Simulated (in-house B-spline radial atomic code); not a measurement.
Inner levels of tantalum as electrons are removed. A shift is the extra binding of the orbital against the neutral atom ([Xe] 4f14 5d3/2(3) 6s2). The density at the nucleus is averaged over the nuclear charge. Computed with an all-electron radial atomic-structure program (B-spline basis): Dirac-Hartree-Fock, jj configuration that fills j = l - 1/2 first, finite nuclei.

A number in brackets counts the electrons of a j subshell.

```json
{"ion": "Ta22+", "configuration": "[Kr] 4d10 4f5/2(5)", "shift of 3p3/2 (eV)": "640.46", "shift of 3d5/2 (eV)": "639.33", "shift of 4p3/2 (eV)": "591.91", "radius of 3p3/2 (bohr)": "0.20795", "radius of 3d5/2 (bohr)": "0.18661", "radius of 4p3/2 (bohr)": "0.47311", "Σ<r²> (bohr²)": "6.7362", "change of density at nucleus (bohr⁻³)": "-741.59"}
{"ion": "Ta23+", "configuration": "[Kr] 4d10 4f5/2(4)", "shift of 3p3/2 (eV)": "?", "shift of 3d5/2 (eV)": "?", "shift of 4p3/2 (eV)": "?", "radius of 3p3/2 (bohr)": "?", "radius of 3d5/2 (bohr)": "?", "radius of 4p3/2 (bohr)": "?", "Σ<r²> (bohr²)": "?", "change of density at nucleus (bohr⁻³)": "?"}
{"ion": "Ta24+", "configuration": "[Kr] 4d10 4f5/2(3)", "shift of 3p3/2 (eV)": "748.69", "shift of 3d5/2 (eV)": "748.04", "shift of 4p3/2 (eV)": "683.65", "radius of 3p3/2 (bohr)": "0.20777", "radius of 3d5/2 (bohr)": "0.18645", "radius of 4p3/2 (bohr)": "0.46704", "Σ<r²> (bohr²)": "6.0061", "change of density at nucleus (bohr⁻³)": "-521.58"}
{"ion": "Ta25+", "configuration": "[Kr] 4d10 4f5/2(2)", "shift of 3p3/2 (eV)": "805.04", "shift of 3d5/2 (eV)": "804.71", "shift of 4p3/2 (eV)": "730.87", "radius of 3p3/2 (bohr)": "0.20767", "radius of 3d5/2 (bohr)": "0.18636", "radius of 4p3/2 (bohr)": "0.46395", "Σ<r²> (bohr²)": "5.671", "change of density at nucleus (bohr⁻³)": "-401.08"}
{"ion": "Ta26+", "configuration": "[Kr] 4d10 4f5/2(1)", "shift of 3p3/2 (eV)": "862.85", "shift of 3d5/2 (eV)": "862.88", "shift of 4p3/2 (eV)": "778.98", "radius of 3p3/2 (bohr)": "0.20755", "radius of 3d5/2 (bohr)": "0.18625", "radius of 4p3/2 (bohr)": "0.46084", "Σ<r²> (bohr²)": "5.3537", "change of density at nucleus (bohr⁻³)": "-273.63"}
{"ion": "Ta27+", "configuration": "[Kr] 4d10", "shift of 3p3/2 (eV)": "922.1", "shift of 3d5/2 (eV)": "922.54", "shift of 4p3/2 (eV)": "827.95", "radius of 3p3/2 (bohr)": "0.20743", "radius of 3d5/2 (bohr)": "0.18613", "radius of 4p3/2 (bohr)": "0.45772", "Σ<r²> (bohr²)": "5.0526", "change of density at nucleus (bohr⁻³)": "-139.21"}
{"ion": "Ta28+", "configuration": "[Kr] 4d3/2(4) 4d5/2(5)", "shift of 3p3/2 (eV)": "980.52", "shift of 3d5/2 (eV)": "981.19", "shift of 4p3/2 (eV)": "873.85", "radius of 3p3/2 (bohr)": "0.2072", "radius of 3d5/2 (bohr)": "0.18619", "radius of 4p3/2 (bohr)": "0.45503", "Σ<r²> (bohr²)": "4.7479", "change of density at nucleus (bohr⁻³)": "53.38"}
{"ion": "Ta29+", "configuration": "[Kr] 4d3/2(4) 4d5/2(4)", "shift of 3p3/2 (eV)": "1039.84", "shift of 3d5/2 (eV)": "1040.79", "shift of 4p3/2 (eV)": "920.31", "radius of 3p3/2 (bohr)": "0.20697", "radius of 3d5/2 (bohr)": "0.18598", "radius of 4p3/2 (bohr)": "0.45236", "Σ<r²> (bohr²)": "4.4528", "change of density at nucleus (bohr⁻³)": "251.92"}
{"ion": "Ta30+", "configuration": "[Kr] 4d3/2(4) 4d5/2(3)", "shift of 3p3/2 (eV)": "1100.06", "shift of 3d5/2 (eV)": "1101.3", "shift of 4p3/2 (eV)": "967.32", "radius of 3p3/2 (bohr)": "0.20673", "radius of 3d5/2 (bohr)": "0.18576", "radius of 4p3/2 (bohr)": "0.44972", "Σ<r²> (bohr²)": "4.1671", "change of density at nucleus (bohr⁻³)": "456.37"}
{"ion": "Ta31+", "configuration": "[Kr] 4d3/2(4) 4d5/2(2)", "shift of 3p3/2 (eV)": "1161.17", "shift of 3d5/2 (eV)": "1162.74", "shift of 4p3/2 (eV)": "1014.89", "radius of 3p3/2 (bohr)": "0.20647", "radius of 3d5/2 (bohr)": "0.18553", "radius of 4p3/2 (bohr)": "0.44711", "Σ<r²> (bohr²)": "3.8902", "change of density at nucleus (bohr⁻³)": "666.74"}
{"ion": "Ta32+", "configuration": "[Kr] 4d3/2(4) 4d5/2(1)", "shift of 3p3/2 (eV)": "1223.16", "shift of 3d5/2 (eV)": "1225.09", "shift of 4p3/2 (eV)": "1063", "radius of 3p3/2 (bohr)": "0.20621", "radius of 3d5/2 (bohr)": "0.18529", "radius of 4p3/2 (bohr)": "0.44452", "Σ<r²> (bohr²)": "3.6218", "change of density at nucleus (bohr⁻³)": "883.03"}
{"ion": "Ta33+", "configuration": "[Kr] 4d3/2(4)", "shift of 3p3/2 (eV)": "?", "shift of 3d5/2 (eV)": "?", "shift of 4p3/2 (eV)": "?", "radius of 3p3/2 (bohr)": "?", "radius of 3d5/2 (bohr)": "?", "radius of 4p3/2 (bohr)": "?", "Σ<r²> (bohr²)": "?", "change of density at nucleus (bohr⁻³)": "?"}
{"ion": "Ta34+", "configuration": "[Kr] 4d3/2(3)", "shift of 3p3/2 (eV)": "1350.72", "shift of 3d5/2 (eV)": "1354.38", "shift of 4p3/2 (eV)": "1163.38", "radius of 3p3/2 (bohr)": "0.20568", "radius of 3d5/2 (bohr)": "0.18475", "radius of 4p3/2 (bohr)": "0.43924", "Σ<r²> (bohr²)": "3.1145", "change of density at nucleus (bohr⁻³)": "1343.83"}
{"ion": "Ta35+", "configuration": "[Kr] 4d3/2(2)", "shift of 3p3/2 (eV)": "1416.3", "shift of 3d5/2 (eV)": "1421.34", "shift of 4p3/2 (eV)": "1215.67", "radius of 3p3/2 (bohr)": "0.20541", "radius of 3d5/2 (bohr)": "0.18444", "radius of 4p3/2 (bohr)": "0.43655", "Σ<r²> (bohr²)": "2.8747", "change of density at nucleus (bohr⁻³)": "1588.52"}
{"ion": "Ta36+", "configuration": "[Kr] 4d3/2(1)", "shift of 3p3/2 (eV)": "1482.75", "shift of 3d5/2 (eV)": "1489.24", "shift of 4p3/2 (eV)": "1268.53", "radius of 3p3/2 (bohr)": "0.20514", "radius of 3d5/2 (bohr)": "0.18413", "radius of 4p3/2 (bohr)": "0.43389", "Σ<r²> (bohr²)": "2.642", "change of density at nucleus (bohr⁻³)": "1839.42"}
{"ion": "Ta37+", "configuration": "[Ar] 3d10 4s2 4p6", "shift of 3p3/2 (eV)": "1550.07", "shift of 3d5/2 (eV)": "1558.06", "shift of 4p3/2 (eV)": "1321.95", "radius of 3p3/2 (bohr)": "0.20485", "radius of 3d5/2 (bohr)": "0.18381", "radius of 4p3/2 (bohr)": "0.43126", "Σ<r²> (bohr²)": "2.416", "change of density at nucleus (bohr⁻³)": "2096.47"}
{"ion": "Ta38+", "configuration": "[Ar] 3d10 4s2 4p1/2(2) 4p3/2(3)", "shift of 3p3/2 (eV)": "?", "shift of 3d5/2 (eV)": "?", "shift of 4p3/2 (eV)": "?", "radius of 3p3/2 (bohr)": "?", "radius of 3d5/2 (bohr)": "?", "radius of 4p3/2 (bohr)": "?", "Σ<r²> (bohr²)": "?", "change of density at nucleus (bohr⁻³)": "?"}
{"ion": "Ta39+", "configuration": "[Ar] 3d10 4s2 4p1/2(2) 4p3/2(2)", "shift of 3p3/2 (eV)": "1681.27", "shift of 3d5/2 (eV)": "1693.23", "shift of 4p3/2 (eV)": "1429.44", "radius of 3p3/2 (bohr)": "0.20465", "radius of 3d5/2 (bohr)": "0.18324", "radius of 4p3/2 (bohr)": "0.42603", "Σ<r²> (bohr²)": "1.9672", "change of density at nucleus (bohr⁻³)": "2682.31"}
```

Q: Fill in the row of Ta23+.

A: shift of 3p3/2 (eV): 693.82; shift of 3d5/2 (eV): 692.91; shift of 4p3/2 (eV): 637.32; radius of 3p3/2 (bohr): 0.20787; radius of 3d5/2 (bohr): 0.18654; radius of 4p3/2 (bohr): 0.4701; Σ<r²> (bohr²): 6.3605; change of density at nucleus (bohr⁻³): -635.08.

Q: Fill in the row of Ta33+.

A: shift of 3p3/2 (eV): 1286.03; shift of 3d5/2 (eV): 1288.36; shift of 4p3/2 (eV): 1111.67; radius of 3p3/2 (bohr): 0.20594; radius of 3d5/2 (bohr): 0.18505; radius of 4p3/2 (bohr): 0.44196; Σ<r²> (bohr²): 3.3616; change of density at nucleus (bohr⁻³): 1105.27.

Q: Fill in the row of Ta38+.

A: shift of 3p3/2 (eV): 1615.34; shift of 3d5/2 (eV): 1625.3; shift of 4p3/2 (eV): 1375.47; radius of 3p3/2 (bohr): 0.20488; radius of 3d5/2 (bohr): 0.18352; radius of 4p3/2 (bohr): 0.4285; Σ<r²> (bohr²): 2.1891; change of density at nucleus (bohr⁻³): 2386.59.
